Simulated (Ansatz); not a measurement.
Reactions of C2H7In (`[CH3][InH][CH3]`).

Gas-phase electronic energies from Ansatz, PBE0-D4/def2-TZVP geometries. CCSD(T)/CBS adds triple-zeta CCSD(T) − MP2 to the extrapolated MP2 energy (def2 sets, frozen cores). This one scheme is used for every species, atoms too. Functionals use def2-TZVPP. B3LYP here is the variant with VWN-RPA as its local correlation; programs differ in this. Open shells (•) are unrestricted, without spin–orbit coupling. Elements past krypton have def2 core potentials. For In, W outer-core shells are correlated without core-valence functions, so the limit isn't a true one: a few kJ/mol of doubt a bond, and 10 to 20 or more in all where bonds break to atoms. One conformer a species, not always the lowest.

| reaction | CCSD/CBS(def2) (kJ/mol) | B3LYP-D4 (kJ/mol) | ωB97X-V (kJ/mol) |
| --- | --- | --- | --- |
| `[CH3][InH][CH3]` + `C[SiH2]S[SiH2]Cl` → `C[SiH2]S[SiH](C)Cl` + `[CH3][InH2]` | -32 | -41 | -39 |
| `[CH3][InH][CH3]` + `CCl` → `[CH3][InH][CH2]Cl` + CH₄ | -8 | -8 | -6 |
| `[CH3][InH][CH3]` + `[NH2][W](=[O])([OH])=[S]` → `C[O][W]([NH2])(=[O])=[S]` + `[CH3][InH2]` | 69 | 56 | 58 |
| `[CH3][InH][CH3]` + `[SiH3]`• → `[CH2][InH][CH3]`• + SiH₄ | 38 | 41 | 38 |
| `[CH3][InH][CH3]` + `C=C(O)[SiH3]` → `C=C([SiH3])OC` + `[CH3][InH2]` | 58 | 47 | 47 |
| `[CH3][InH][CH3]` + H• → `[CH2][InH][CH3]`• + H₂ | -17 | -21 | -7 |
| `[CH3][InH][CH3]` + `C=CF` → `C=[C](F)[InH][CH3]` + CH₄ | -15 | -19 | -18 |
| `[CH3][InH][CH3]` + `[OH]`• → `[CH2][InH][CH3]`• + H₂O | -79 | -71 | -69 |
| `[CH3][InH][CH3]` + `[O]=[W](=[O])([OH])[F]` → `C[O][W](=[O])(=[O])[F]` + `[CH3][InH2]` | 69 | 56 | 58 |

(1) Give the CCSD(T)/CBS values in the same order. (An estimate is asked.)

Largest T1 diagnostic: 0.023, for `[O]=[W](=[O])([OH])[F]`.

## Answers

(1) The calculation gave: -32, -10, 70, 42, 59, -12, -17, -81, 70 kJ/mol.
